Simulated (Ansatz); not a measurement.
A first, cheap relaxation of CH₇AlO₂Si.

```yaml
crystal:
  periodic: [false, false, false]
  atoms:
    - {symbol: O, position_ang: [-2.367200, -0.031000, 0.869700]}
    - {symbol: Si, position_ang: [-1.466400, 0.936000, -0.230700]}
    - {symbol: O, position_ang: [0.179000, 0.778100, 0.164600]}
    - {symbol: C, position_ang: [0.706800, -0.509500, -0.166800]}
    - {symbol: Al, position_ang: [2.556200, -0.714200, 0.304600]}
    - {symbol: H, position_ang: [-3.346400, 0.158700, 0.543700]}
    - {symbol: H, position_ang: [-1.821100, 2.356400, -0.123600]}
    - {symbol: H, position_ang: [-1.660800, 0.499200, -1.615400]}
    - {symbol: H, position_ang: [0.561000, -0.682200, -1.217400]}
    - {symbol: H, position_ang: [0.080100, -1.295300, 0.434100]}
    - {symbol: H, position_ang: [3.003900, -0.517200, 1.860700]}
    - {symbol: H, position_ang: [3.651800, -1.034300, -0.789700]}
basis:
  gaussian: {orbitals: def2-SVP}
hamiltonian: {xc: pbe, dispersion: d4}
relax: {f_tol: 0.03, max_steps: 200}
```

```sh
$ ansatz run in.yaml --threads 4 --pin off --events-out ev --progress --plain --max-ram 10444MiB
```

Output, abridged:

```
Functional definition: PBE
mean field -19697.58064205 eV, -723.8727370958 hartree, gradient 5.5e-5 eV, S^2 0.000000; 0 other end points of the search recorded, 0 dependent functions left out
relax step   1: F+E_penalty+E_count = -19697.82088801 eV  Δ(F+E_penalty+E_count) = +0.000e0 eV  max|allowed force component| = 2.259e0 eV/Å  Δτ_max = 0.0000 Å  (27 SCF iters, accepted)
mean field -19697.89248099 eV, -723.8841969655 hartree, gradient 2.5e-5 eV, S^2 0.000000; 0 other end points of the search recorded, 0 dependent functions left out
relax step   2: F+E_penalty+E_count = -19698.13189557 eV  Δ(F+E_penalty+E_count) = -3.110e-1 eV  max|allowed force component| = 9.468e-1 eV/Å  Δτ_max = 0.0905 Å  (28 SCF iters, accepted)
mean field -19697.97614634 eV, -723.8872716100 hartree, gradient 1.1e-5 eV, S^2 0.000000; 0 other end points of the search recorded, 0 dependent functions left out
relax step   3: F+E_penalty+E_count = -19698.21487601 eV  Δ(F+E_penalty+E_count) = -8.298e-2 eV  max|allowed force component| = 5.435e-1 eV/Å  Δτ_max = 0.0887 Å  (29 SCF iters, accepted)
mean field -19698.01185416 eV, -723.8885838484 hartree, gradient 1.3e-5 eV, S^2 0.000000; 0 other end points of the search recorded, 0 dependent functions left out
relax step   4: F+E_penalty+E_count = -19698.24984540 eV  Δ(F+E_penalty+E_count) = -3.497e-2 eV  max|allowed force component| = 3.181e-1 eV/Å  Δτ_max = 0.1999 Å  (28 SCF iters, accepted)
mean field -19698.02648853 eV, -723.8891216514 hartree, gradient 1.8e-5 eV, S^2 0.000000; 0 other end points of the search recorded, 0 dependent functions left out
relax step   5: F+E_penalty+E_count = -19698.26572237 eV  Δ(F+E_penalty+E_count) = -1.588e-2 eV  max|allowed force component| = 2.342e-1 eV/Å  Δτ_max = 0.0875 Å  (29 SCF iters, accepted)
mean field -19698.03015076 eV, -723.8892562361 hartree, gradient 2.0e-5 eV, S^2 0.000000; 0 other end points of the search recorded, 0 dependent functions left out
relax step   6: F+E_penalty+E_count = -19698.27057171 eV  Δ(F+E_penalty+E_count) = -4.849e-3 eV  max|allowed force component| = 1.820e-1 eV/Å  Δτ_max = 0.1212 Å  (29 SCF iters, accepted)
mean field -19698.05276580 eV, -723.8900873235 hartree, gradient 1.7e-5 eV, S^2 0.000000; 0 other end points of the search recorded, 0 dependent functions left out
relax step   7: F+E_penalty+E_count = -19698.29534679 eV  Δ(F+E_penalty+E_count) = -2.478e-2 eV  max|allowed force component| = 4.058e-1 eV/Å  Δτ_max = 0.2000 Å  (29 SCF iters, accepted)
mean field -19698.04783184 eV, -723.8899060038 hartree, gradient 2.0e-5 eV, S^2 0.000000; 0 other end points of the search recorded, 0 dependent functions left out
relax step   8: F+E_penalty+E_count = -19698.29317814 eV  Δ(F+E_penalty+E_count) = +2.169e-3 eV  max|allowed force component| = 1.335e0 eV/Å  Δτ_max = 0.1951 Å  (34 SCF iters, rejected (line search))
mean field -19698.06770192 eV, -723.8906362158 hartree, gradient 1.3e-5 eV, S^2 0.000000; 0 other end points of the search recorded, 0 dependent functions left out
relax step   9: F+E_penalty+E_count = -19698.31189408 eV  Δ(F+E_penalty+E_count) = -1.655e-2 eV  max|allowed force component| = 2.481e-1 eV/Å  Δτ_max = 0.0963 Å  (28 SCF iters, accepted)
mean field -19698.08431864 eV, -723.8912468690 hartree, gradient 2.5e-5 eV, S^2 0.000000; 0 other end points of the search recorded, 0 dependent functions left out
relax step  10: F+E_penalty+E_count = -19698.32979765 eV  Δ(F+E_penalty+E_count) = -1.790e-2 eV  max|allowed force component| = 2.344e-1 eV/Å  Δτ_max = 0.0976 Å  (28 SCF iters, accepted)
mean field -19698.11421062 eV, -723.8923453787 hartree, gradient 1.7e-5 eV, S^2 0.000000; 0 other end points of the search recorded, 0 dependent functions left out
relax step  11: F+E_penalty+E_count = -19698.36185858 eV  Δ(F+E_penalty+E_count) = -3.206e-2 eV  max|allowed force component| = 3.497e-1 eV/Å  Δτ_max = 0.1472 Å  (29 SCF iters, accepted)
mean field -19698.16806643 eV, -723.8943245435 hartree, gradient 2.4e-5 eV, S^2 0.000000; 0 other end points of the search recorded, 0 dependent functions left out
relax step  12: F+E_penalty+E_count = -19698.41899542 eV  Δ(F+E_penalty+E_count) = -5.714e-2 eV  max|allowed force component| = 5.001e-1 eV/Å  Δτ_max = 0.1966 Å  (29 SCF iters, accepted)
mean field -19698.25282975 eV, -723.8974395381 hartree, gradient 1.9e-5 eV, S^2 0.000000; 0 other end points of the search recorded, 0 dependent functions left out
relax step  13: F+E_penalty+E_count = -19698.50749776 eV  Δ(F+E_penalty+E_count) = -8.850e-2 eV  max|allowed force component| = 4.824e-1 eV/Å  Δτ_max = 0.1956 Å  (30 SCF iters, accepted)
mean field -19698.35120687 eV, -723.9010548303 hartree, gradient 5.7e-6 eV, S^2 0.000000; 0 other end points of the search recorded, 0 dependent functions left out
relax step  14: F+E_penalty+E_count = -19698.61071215 eV  Δ(F+E_penalty+E_count) = -1.032e-1 eV  max|allowed force component| = 5.114e-1 eV/Å  Δτ_max = 0.1951 Å  (30 SCF iters, accepted)
mean field -19698.38579154 eV, -723.9023257936 hartree, gradient 1.2e-5 eV, S^2 0.000000; 0 other end points of the search recorded, 0 dependent functions left out
relax step  15: F+E_penalty+E_count = -19698.64587786 eV  Δ(F+E_penalty+E_count) = -3.517e-2 eV  max|allowed force component| = 1.606e-1 eV/Å  Δτ_max = 0.1999 Å  (28 SCF iters, accepted)
mean field -19698.39829847 eV, -723.9027854149 hartree, gradient 6.6e-6 eV, S^2 0.000000; 0 other end points of the search recorded, 0 dependent functions left out
relax step  16: F+E_penalty+E_count = -19698.65705052 eV  Δ(F+E_penalty+E_count) = -1.117e-2 eV  max|allowed force component| = 1.105e-1 eV/Å  Δτ_max = 0.1560 Å  (29 SCF iters, accepted)
mean field -19698.39704733 eV, -723.9027394364 hartree, gradient 2.4e-5 eV, S^2 0.000000; 0 other end points of the search recorded, 0 dependent functions left out
relax step  17: F+E_penalty+E_count = -19698.65574463 eV  Δ(F+E_penalty+E_count) = +1.306e-3 eV  max|allowed force component| = 2.343e-1 eV/Å  Δτ_max = 0.1118 Å  (28 SCF iters, rejected (line search))
mean field -19698.40241244 eV, -723.9029366005 hartree, gradient 1.9e-5 eV, S^2 0.000000; 0 other end points of the search recorded, 0 dependent functions left out
relax step  18: F+E_penalty+E_count = -19698.66093363 eV  Δ(F+E_penalty+E_count) = -3.883e-3 eV  max|allowed force component| = 7.891e-2 eV/Å  Δτ_max = 0.0559 Å  (29 SCF iters, accepted)
mean field -19698.40336935 eV, -723.9029717663 hartree, gradient 2.2e-5 eV, S^2 0.000000; 0 other end points of the search recorded, 0 dependent functions left out
relax step  19: F+E_penalty+E_count = -19698.66172957 eV  Δ(F+E_penalty+E_count) = -7.959e-4 eV  max|allowed force component| = 1.610e-2 eV/Å  Δτ_max = 0.0218 Å  (29 SCF iters, accepted)
mean field -19698.40336935 eV, -723.9029717663 hartree, gradient 2.2e-5 eV, S^2 0.000000; 1 other end points of the search recorded, 0 dependent functions left out
Total energy: -19698.66177381 eV, -723.9124679551 hartree
Atom 0 at    -2.140544     0.541705     0.993603 Å, force     0.015570     0.004668    -0.016096 eV/Å
Atom 1 at    -1.150382     1.081211    -0.234884 Å, force    -0.006445    -0.007219     0.009165 eV/Å
Atom 2 at     0.353251     0.275850    -0.234771 Å, force     0.004096     0.003566     0.003672 eV/Å
Atom 3 at     0.509967    -1.227712    -0.388645 Å, force    -0.011182    -0.003446    -0.010686 eV/Å
Atom 4 at     2.106851    -0.377919     0.406098 Å, force     0.005410     0.006180     0.003419 eV/Å
Atom 5 at    -2.648944    -0.268951     0.820075 Å, force    -0.003530    -0.000368     0.003942 eV/Å
Atom 6 at    -0.820175     2.506782     0.045589 Å, force    -0.001286    -0.002434    -0.002376 eV/Å
Atom 7 at    -1.764950     0.818886    -1.580732 Å, force     0.001818    -0.001933     0.003196 eV/Å
Atom 8 at     0.405933    -1.490120    -1.459864 Å, force    -0.001004     0.005087     0.006582 eV/Å
Atom 9 at    -0.252099    -1.738411     0.233526 Å, force    -0.002710    -0.003656    -0.000268 eV/Å
Atom 10 at     2.205467    -0.299294     2.000343 Å, force    -0.002685    -0.001867     0.002500 eV/Å
Atom 11 at     3.272524     0.122673    -0.566539 Å, force     0.001948     0.001423    -0.003050 eV/Å
Dipole moment:    -0.658257    -0.179421    -0.257496 e Å
```

It took 27 s on 4 threads of an Arm Neoverse V2 on a shared host, with 0.16 GiB of host memory at the peak.
